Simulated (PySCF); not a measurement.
Computed IR spectrum (relative IR intensity) of a molecule C3H6BFO2. The structure is a stationary point at ωB97X-D3(BJ)/def2-SVP. One conformer was computed; it need not be the lowest. Calculation: ωB97X-D3(BJ)/def2-SVP (PySCF). No scaling factor is applied to the harmonic values.

| ν (cm⁻¹) | relative intensity |
|---|---|
| 360 | 2.7 |
| 555 | 8.4 |
| 564 | 25 |
| 723 | 14 |
| 756 | 3.4 |
| 900 | 12 |
| 954 | 5.5 |
| 1000 | 24 |
| 1125 | 4.2 |
| 1223 | 6.7 |
| 1264 | 47 |
| 1405 | 16 |
| 1437 | 100 |
| 1474 | 28 |
| 1491 | 3.4 |
| 1495 | 13 |
| 1725 | 16 |
| 3030 | 7.5 |
| 3110 | 8.3 |
| 3185 | 3.7 |
| 3903 | 28 |

Q: Which structure fits?
(A) OB1[C@@H](O)C[C@@H]1F
(B) C=C(C)OB(O)F
(C) C=C(OC)B(O)F
(D) CO[C@@H]1COB1F

A: C, C=C(OC)B(O)F
